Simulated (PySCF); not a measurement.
Dipole response of Mg²⁺ (magnesium, charge +2)

[Ne], closed-shell 1S. All numbers are calculated (PySCF 2.14, the non-relativistic Hamiltonian (point nucleus), in aug-cc-pCVQZ (10s9p7d5f3g, 134 functions)). Coupled (time-dependent) response in atomic units; α is the mean over directions.

```json
{"method": "UHF", "mean α (bohr³)": "0.4587", "C₆ (like pair)": "0.5419", "S(−4)": "0.05028"}
{"method": "PBE", "mean α (bohr³)": "0.5031", "C₆ (like pair)": "0.6055", "S(−4)": "0.06620"}
{"method": "PBE0", "mean α (bohr³)": "0.4888", "C₆ (like pair)": "0.5851", "S(−4)": "0.06068"}
{"method": "PBEsol", "mean α (bohr³)": "0.5025", "C₆ (like pair)": "0.6052", "S(−4)": "0.06572"}
{"method": "MN15", "mean α (bohr³)": "0.4903", "C₆ (like pair)": "0.5815", "S(−4)": "0.06125"}
```

S(−4) is the Cauchy moment in α(ω) = α(0) + S(−4) ω² + …

α(iu) at PBEsol:

```json
{"u (hartree)": "0", "α(iu) (bohr³)": "0.5025"}
{"u (hartree)": "0.0500", "α(iu) (bohr³)": "0.5023"}
{"u (hartree)": "0.100", "α(iu) (bohr³)": "0.5018"}
{"u (hartree)": "0.200", "α(iu) (bohr³)": "0.4999"}
{"u (hartree)": "0.300", "α(iu) (bohr³)": "0.4967"}
{"u (hartree)": "0.500", "α(iu) (bohr³)": "0.4868"}
{"u (hartree)": "0.750", "α(iu) (bohr³)": "0.4690"}
{"u (hartree)": "1.00", "α(iu) (bohr³)": "0.4469"}
{"u (hartree)": "1.50", "α(iu) (bohr³)": "0.3966"}
{"u (hartree)": "2.00", "α(iu) (bohr³)": "0.3463"}
{"u (hartree)": "3.00", "α(iu) (bohr³)": "0.2615"}
{"u (hartree)": "5.00", "α(iu) (bohr³)": "0.1564"}
```

A single London oscillator, α(iu) = α/(1 + u²/ω²), gives C₆ = (3/4) ω α². Matching the computed C₆ needs ω = 4 × 0.6052 / (3 × 0.5025²) = 3.20 hartree.

For an ion, C₆ is the dispersion term alone; charge-induced terms of lower order in 1/R come first.
